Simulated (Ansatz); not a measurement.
A run for Ansatz (a first-principles code): R-B3LYP/cc-pVTZ on C2H6Se (SMILES CC[SeH]), a point of a bond scan (R = 1.090 Å).

Ansatz 0.2 input:
```yaml
crystal:
  periodic: [false, false, false]
  atoms:
    - {symbol: Se, position_ang: [-0.55498298, -0.21214087, 0.55361405]}
    - {symbol: H, position_ang: [-1.52607192, -0.05920117, -0.54272366]}
    - {symbol: C, position_ang: [1.03208518, -0.24790716, -0.62909867]}
    - {symbol: C, position_ang: [1.24880037, 1.03703812, -1.40772409]}
    - {symbol: H, position_ang: [0.93381648, -1.11104940, -1.28408602]}
    - {symbol: H, position_ang: [1.85619480, -0.44343878, 0.05686397]}
    - {symbol: H, position_ang: [1.34458275, 1.89203154, -0.73829185]}
    - {symbol: H, position_ang: [0.41578897, 1.23333108, -2.08443844]}
    - {symbol: H, position_ang: [2.15979709, 0.96633040, -2.00926490]}
basis:
  gaussian:
    orbitals: cc-pVTZ
    pivot_positions_ang: [[-0.55498298, -0.21214087, 0.55361405], [-1.52607192, -0.05920117, -0.54272366], [1.03208518, -0.24790716, -0.62909867], [1.24880037, 1.03703812, -1.40772409], [0.93381648, -1.11104940, -1.28408602], [1.85619480, -0.44343878, 0.05686397], [1.34458275, 1.89203154, -0.73829185], [0.41578897, 1.23333108, -2.08443844], [2.15979709, 0.96633040, -2.00926490]]
hamiltonian:
  xc: {name: B3LYP}
scf: {lower_state_search: off}
output: {orbitals: {seedname: ./end}}
```

Output:

```
WARN ansatz: RAYON_NUM_THREADS=1 ignored (pool sized by the plan → 1); use --threads N
Functional definition: B3LYP
these checks for a lower state are left out or cut short: stability, starts, cluster_reference, orbital_swaps, neighbouring_geometries, increment
integrals: 0.09 GiB planned
1099 factors; their error is unknown
mean field: 0.93 GiB planned
mean field evaluation 1: about -67516.7920 eV, gradient 5.8e1 eV
mean field evaluation 2: about -67507.9581 eV, gradient 7.9e1 eV
mean field evaluation 4: about -67524.4731 eV, gradient 4.6e0 eV
mean field evaluation 8: about -67524.5185 eV, gradient 4.4e-2 eV
mean field evaluation 16: about -67524.7890 eV, gradient 4.4e-5 eV
mean field -67524.78900473 eV, -2481.4902259780 hartree, gradient 3.3e-6 eV, S^2 0.000000; 0 other end points of the search recorded, 0 dependent functions left out
reference -67524.78924440 eV, -2481.4902347858 hartree; 26, 26 occupied and 161, 161 virtual orbitals, 1099 factors
Total energy: -67524.78924440 eV, -2481.4902347858 hartree
Checks for a lower state left out: stability, starts, cluster_reference, orbital_swaps, neighbouring_geometries, increment
```

Self-consistency was reached.

Cost: very roughly 6 core-seconds.
